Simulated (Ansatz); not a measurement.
A run for Ansatz (a first-principles code): U-CCSD(T)/def2-SVPD on HIMg (SMILES [MgH][I]), a point of a bond scan (R = 1.346 Å). Elements past Kr take the def2 small-core potentials; no spin–orbit coupling. The run froze 14 orbitals, filled d shells among them.

Ansatz 0.2 input:
```yaml
crystal:
  periodic: [false, false, false]
  atoms:
    - {symbol: Mg, position_ang: [-0.00000000, -0.00000000, -2.02827611]}
    - {symbol: H, position_ang: [-0.00000000, -0.00000000, -3.37422016]}
    - {symbol: I, position_ang: [0.00000000, 0.00000000, 0.52924565]}
basis:
  gaussian:
    orbitals: def2-SVPD
correlation: {method: ccsd_t, electrons: outside_noble_gas}
scf: {omitted_lower_state_checks: [cluster_reference]}
magnetization: {spin_polarized: true, initial_magnetization: 0}
```

Output:

```
WARN ansatz: RAYON_NUM_THREADS=1 ignored (pool sized by the plan → 1); use --threads N
Functional definition: HF
these checks for a lower state are left out or cut short: cluster_reference
integrals: 0.06 GiB planned
676 factors; integrals over basis functions are off by at most 1.1e-3 eV
mean field: 0.21 GiB planned
mean field evaluation 1: about -13517.8934 eV, gradient 7.9e0 eV
mean field evaluation 2: about -13517.9273 eV, gradient 8.1e0 eV
mean field evaluation 4: about -13518.6576 eV, gradient 7.3e-1 eV
mean field evaluation 8: about -13518.6685 eV, gradient 2.9e-3 eV
mean field -13518.66852692 eV, -496.8019050817 hartree, gradient 2.1e-6 eV, S^2 0.000000; 0 other end points of the search recorded, 0 dependent functions left out
14 core orbitals not correlated
reference -13518.66852692 eV, -496.8019050817 hartree; 5, 5 occupied and 45, 45 virtual orbitals, 676 factors
second order -3.70765702 eV of doubles, -0.00000000 eV of singles
coupled cluster: 0.16 GiB planned
cycle   1  -4.08917948 eV  change   -3.8e-1 eV  update   5.1e-2
cycle   2  -4.21275086 eV  change   -1.2e-1 eV  update   1.7e-2
cycle   3  -4.22713614 eV  change   -1.4e-2 eV  update   5.8e-3
cycle   4  -4.22595037 eV  change    1.2e-3 eV  update   1.9e-3
cycle   5  -4.22543557 eV  change    5.1e-4 eV  update   5.5e-4
cycle   6  -4.22543278 eV  change    2.8e-6 eV  update   1.4e-4
cycle   7  -4.22544426 eV  change   -1.1e-5 eV  update   4.1e-5
cycle   8  -4.22544971 eV  change   -5.4e-6 eV  update   1.1e-5
perturbative correction -0.09036484 eV, -0.0033208468 hartree
Total energy: -13522.98434148 eV, -496.9605083413 hartree
Checks for a lower state left out: cluster_reference
```

The run converged.

Cost: roughly 2.7 core-seconds.
